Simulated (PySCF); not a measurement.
**[La(NH3)6]3+ at several levels of theory**

Computed with PySCF 2.14.0 (density fitting, no spin-orbit coupling) at the geometry relaxed with r2SCAN:

```xyz
25
[La(NH3)6]3+ (singlet)
La    0.0000    0.0000    0.0000
N     0.0046    0.0070    2.7112
H     0.8093    0.4728    3.1553
H    -0.7985    0.4716    3.1593
H     0.0065   -0.9200    3.1609
N    -0.0046   -0.0070   -2.7112
H     0.7985   -0.4716   -3.1593
H    -0.8093   -0.4728   -3.1553
H    -0.0065    0.9200   -3.1609
N     2.7108   -0.0012    0.0020
H     3.1573   -0.4644    0.8069
H     3.1606   -0.4640   -0.8011
H     3.1559    0.9282    0.0023
N     0.0012    2.7108    0.0059
H     0.4530    3.1550    0.8185
H     0.4754    3.1628   -0.7894
H    -0.9281    3.1559   -0.0046
N    -2.7108    0.0012   -0.0020
H    -3.1606    0.4640    0.8011
H    -3.1573    0.4644   -0.8069
H    -3.1559   -0.9282   -0.0023
N    -0.0012   -2.7108   -0.0059
H    -0.4754   -3.1628    0.7894
H    -0.4530   -3.1550   -0.8185
H     0.9281   -3.1559    0.0046
```

| level | basis | state | HOMO (eV) | gap (eV) | charge on La1 (e) | population of f-type functions on La1 (core shells left out) | dipole about the centre of mass (D) | largest force component (eV/Å) |
| --- | --- | --- | --- | --- | --- | --- | --- | --- |
| r2SCAN | La def2-SVP with ECP46, N def2-SVP, H def2-SVP | singlet | -19.45 | 6.13 | 1.49 | 0.09 | 0.00 | 0.02 |
| TPSS | the same | singlet | -19.22 | 5.88 | 1.43 | 0.09 | 0.00 | 0.22 |
| B3LYP | the same | singlet | -20.37 | 7.45 | 1.45 | 0.09 | 0.00 | 0.09 |
| revPBE | the same | singlet | -19.04 | 5.61 | 1.38 | 0.09 | 0.00 | 0.29 |
| PBE0 | the same | singlet | -20.66 | 7.98 | 1.50 | 0.09 | 0.00 | 0.10 |

Charges are Mulliken's, which hang on the basis. The relaxation used the grid (50, 194), these runs (75, 302) or, all-electron (x2c bases, spin-free X2C Hamiltonian), (99, 590).

Task: What does r2SCAN with La def2-TZVP with ECP46, N def2-TZVP, H def2-TZVP give here?

Result: state singlet, HOMO (eV) -19.53, gap (eV) 6.17, charge on La1 (e) 1.96, population of f-type functions on La1 (core shells left out) 0.10, dipole about the centre of mass (D) 0.00, largest force component (eV/Å) 0.42. Time: 2.2 min on 4 threads of Arm Neoverse N1 (shared host), from free ions and atoms.

In the first row's basis the gap widens with exact exchange: 5.6 to 6.1 eV for revPBE, TPSS, r2SCAN (none); 7.4 to 8.0 eV for B3LYP, PBE0 (a fixed share).

No frequency check is given that shows the relaxed geometry to be a minimum.
